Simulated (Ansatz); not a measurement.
Energy profile

The step: Si₂NH₇ ([NH2][SiH2][SiH3]) + HCl → SiNH₄Cl ([NH2][SiH2][Cl]) + SiH₄; bonds formed: Si1–Cl7, Si2–H6; bonds broken: Si1–Si2, H6–Cl7 (atoms numbered as in the saddle structure below).

```
atom    x (Å)    y (Å)    z (Å)
 Si1  -0.7942   0.1713  -0.4415
 Si2   0.7833  -1.3011   0.9516
  H3  -0.7195  -1.0902  -1.2526
  H4  -2.1047   0.2109   0.2233
  N5  -0.2508   1.3436  -1.5178
  H6   0.1681   0.3350   1.0155
 Cl7  -0.1942   1.9687   1.4514
  H8   1.4476  -1.0553   2.2552
  H9  -0.2043  -2.4014   1.0581
 H10   1.7802  -1.5537  -0.1152
 H11   0.1342   1.0911  -2.4119
 H12  -0.0460   2.2810  -1.2158
```

Electronic energies by CCSD(T) at an estimated basis limit (MP2 extrapolated from triple and quadruple zeta, plus CCSD(T) − MP2 in triple zeta), on PBE0-D4/def2-TZVP structures; Si2NH8Cl, singlet; no counterpoise correction. Computed with Ansatz 0.2.0 (basis: def2-TZVPP and def2-QZVPP); correlated methods freeze the cores. Extrapolation: Hartree–Fock as exp(−7.88 √X), correlation as X^−2.97.

Task: Give the profile in kcal/mol, counted from the separated reactants. (To be estimated.)

Result: By the calculation:
```
                                                                                                                         point  kcal/mol
separated: Si2NH7 (linked as [NH2][SiH2][SiH3]; Si1, Si2, H3, H4, N5, H8, H9, H10, H11, H12; singlet) + HCl (H6, Cl7; singlet)      0.00
                                                                                                               start structure     -2.66
                                                                                                                        saddle     27.14
                                                                                                                 end structure    -30.43
separated: SiNH4Cl (linked as [NH2][SiH2][Cl]; Si1, H3, H4, N5, Cl7, H11, H12; singlet) + SiH4 (Si2, H6, H8, H9, H10; singlet)    -28.83
```

T1 diagnostic: at most 0.014.

For scale, one of the runs: CCSD(T)/def2-TZVPP, 269 basis functions, launched by `ansatz run in.yaml --threads 4 --pin off --events-out ev --progress --plain --max-ram 9574MiB`. Hardware: 4 CPU threads of an Arm Neoverse V1, shared host. Wall time 2.7 min; peak host memory 6.3 GiB.
